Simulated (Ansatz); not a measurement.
Cartesian coordinates in Å:
```
F -0.979 2.121 1.417
C -0.450 1.070 0.794
C -0.904 0.767 -0.481
C -0.333 -0.330 -1.097
C 0.642 -1.055 -0.424
C 1.003 -0.643 0.846
N 0.463 0.413 1.454
H -1.668 1.372 -0.951
H -0.647 -0.617 -2.094
H 1.112 -1.920 -0.874
H 1.761 -1.178 1.409
```

Charge 0, multiplicity 1.

(1) List the CAM-B3LYP/def2-TZVPP orbital energies in eV (Ansatz). (An estimate is asked.)

Answers

(1) Computed: Occupied: -674.07, -391.85, -282.22, -280.26, -279.85, -279.52, -279.36, -35.99, -28.67, -24.76, -23.34, -20.11, -19.67, -17.42, -16.32, -15.80, -15.38, -14.47, -13.76, -12.86, -12.85, -12.52, -9.99, -9.60, -8.90. Lowest empty: 0.00, 0.64, 2.24, 3.02, 3.45, 3.71, 3.88, 5.02.
